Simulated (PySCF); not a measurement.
## Potential energy of SnI⁻ along the bond

Set-up: PySCF, scalar-relativistic core potentials, basis sets Sn def2-TZVPPD with ECP28, I def2-TZVPPD with ECP28. Energies in eV from Sn + I⁻ in their ground configurations at the same level. State: ³Σ⁻ (triplet), unpaired electrons π ↑↑.

All columns are B2PLYP. A positive dipole points towards I; it is taken about the centre of mass and depends on that origin.

| R (Å) | E (eV) | μ (D) | Mulliken charge on Sn (basis-dependent) | HOMO (eV) | LUMO (eV) | Mayer bond order | ⟨S²⟩ |
| --- | --- | --- | --- | --- | --- | --- | --- |
| 2.522 | -0.733 | 2.39 | -0.54 | -0.16 | 3.27 | 0.90 | 2.01 |
| 2.640 | -1.081 | 1.81 | -0.52 | -0.32 | 3.31 | 0.84 | 2.01 |
| 2.757 | -1.267 | 1.20 | -0.50 | -0.48 | 3.34 | 0.79 | 2.01 |
| 2.845 | -1.334 | 0.75 | -0.47 | -0.59 | 3.36 | 0.75 | 2.01 |
| 2.933 | -1.356 | 0.29 | -0.45 | -0.71 | 3.36 | 0.70 | 2.01 |
| 3.021 | -1.347 | -0.17 | -0.42 | -0.83 | 3.33 | 0.66 | 2.01 |
| 3.138 | -1.301 | -0.78 | -0.37 | -0.98 | 3.21 | 0.60 | 2.01 |
| 3.285 | -1.211 | -1.53 | -0.32 | -1.16 | 2.98 | 0.53 | 2.01 |
| 3.461 | -1.081 | -2.42 | -0.26 | -1.37 | 2.68 | 0.45 | 2.01 |
| 3.696 | -0.903 | -3.58 | -0.20 | -1.64 | 2.32 | 0.35 | 2.01 |

A fit through these points gives, at Re = 2.947 Å, μ = 0.22 D and dμ/dR = -5.21 D/Å; the reduced mass is 61.65 u.

Question: How strong is the fundamental in the double-harmonic approximation, I = 42.26·(dμ/dR)²/μred km/mol?

Answer: I = 42.26·(-5.21)²/61.65 = 18.6 km/mol at B2PLYP.

Correlated steps freeze 8 core orbitals. Spin–orbit coupling is left out, which matters for elements this heavy, above all for dissociation energies. For an ion De counts to the pair picked by the measured ionisation energies or electron affinities, which need not be the lowest pair at this level. B2PLYP dipoles, levels and charges come from its SCF part alone. The state is the lowest determinant that a PBE0 search found; another state may lie lower at other levels.
